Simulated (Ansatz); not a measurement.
Cartesian coordinates in Å:
```
Si 0.521 -1.411 0.858
N -0.372 -1.103 -0.583
Al -0.819 0.525 -1.171
B -0.134 2.146 0.031
Cl 1.364 2.946 -0.409
H 1.831 -2.074 0.604
H 0.776 -0.079 1.478
H -0.223 -2.256 1.833
H -0.644 -1.914 -1.124
H -1.645 0.618 -2.525
H -0.655 2.603 1.007
```

The species carries charge 0 and has multiplicity 1.

List the B3LYP/def2-TZVPP orbital energies in eV (Ansatz 0.2.0). (An estimate is asked.)

The calculation gave: Occupied: -2762.74, -1799.12, -1524.10, -388.97, -257.49, -196.50, -196.42, -196.34, -184.88, -143.61, -112.13, -98.94, -98.92, -98.91, -72.87, -72.68, -72.65, -22.97, -22.62, -14.77, -13.83, -12.60, -11.09, -10.87, -9.90, -9.84, -9.66, -9.38, -8.80, -7.57, -7.07. Lowest empty: -2.25, -1.18, 0.00, 0.88, 1.14, 1.31, 1.52, 1.62.

B3LYP here is the variant with VWN-RPA as its local correlation; programs differ in this.
